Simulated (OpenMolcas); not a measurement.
# Ni3+, Pd3+, Pt3+: d⁷ down the group

```
Program             : OpenMolcas 26.06
Method              : RASSCF
Basis               : ANO-RCC-VTZP
Scalar Hamiltonian  : DKH2, point nucleus
Spin-orbit coupling : RASSI with atomic mean-field integrals over the reference wave functions, term energies averaged over their components
```

Active space for each ion: 7 electrons in 9 orbitals (RAS2 d s; RAS3 p, at most 2 electrons).

Computed levels in cm-1 above ⁴F_9/2:

```json
{"Level": "⁴F_7/2", "Ni3+": "1228", "Pd3+": "2898", "Pt3+": "10024"}
{"Level": "⁴F_5/2", "Ni3+": "2125", "Pd3+": "4729", "Pt3+": "12166"}
{"Level": "⁴P_5/2", "Ni3+": "23099", "Pd3+": "16843", "Pt3+": "19262"}
{"Level": "²G_9/2", "Ni3+": "23328", "Pd3+": "17732", "Pt3+": "21010"}
{"Level": "⁴P_1/2", "Ni3+": "24078", "Pd3+": "18780", "Pt3+": "23572"}
{"Level": "²G_7/2", "Ni3+": "24512", "Pd3+": "20589", "Pt3+": "28364"}
{"Level": "²H_11/2", "Ni3+": "31100", "Pd3+": "23758", "Pt3+": "28403"}
{"Level": "²P_1/2", "Ni3+": "31870", "Pd3+": "26145", "Pt3+": "37633"}
{"Level": "²H_9/2", "Ni3+": "32157", "Pd3+": "26659", "Pt3+": "38922"}
{"Level": "weight of ⁴F in the lowest level (%)", "Ni3+": "100", "Pd3+": "98", "Pt3+": "86"}
```

Mixed levels, with the weight of the term that names them: Pt3+ ⁴F_5/2 (66 %), Pt3+ ²G_9/2 (62 %), Pt3+ ⁴P_1/2 (71 %), Pt3+ ²P_1/2 (71 %), Pt3+ ²H_9/2 (74 %).

Measured, with the error of the calculation in %. Measured levels: Ni3+ from Corliss and Sugar, J. Phys. Chem. Ref. Data 10, 197 (1981).

```tsv
Level	Ni3+
⁴F_7/2	1190 (+3.2)
⁴F_5/2	2042 (+4.1)
⁴P_5/2	18119 (+27.5)
²G_9/2	19830 (+17.6)
⁴P_1/2	18958 (+27.0)
²G_7/2	20948 (+17.0)
²H_11/2	26649 (+16.7)
²P_1/2	24651 (+29.3)
²H_9/2	27678 (+16.2)
```

The fine-structure level ⁴F_5/2 changes by a factor of 5.73 from Ni3+ to Pt3+.

Without spin-orbit coupling ⁴P lies 22297, 15006, 12348 cm-1 above ⁴F in that order; the difference to the level ⁴P_5/2, of either sign, comes from spin-orbit coupling, which also lowers the zero.

Some high roots are left out of the spin-orbit mixing, which shifts the levels that they would mix with. Without dynamic correlation excited terms often stand tens of per cent too high (terms of higher spin than the ground term too low), and those without a measured partner can miss by more than the paired ones. Terms from blocks run as CI alone lack orbitals of their own. Computed and measured levels are paired by configuration, term and J; levels that our copy of the source lacks, or whose pairing is in doubt (as where it misses far off the trend of its configuration), stay unpaired and out of the deviations. Only configurations of the active space appear.
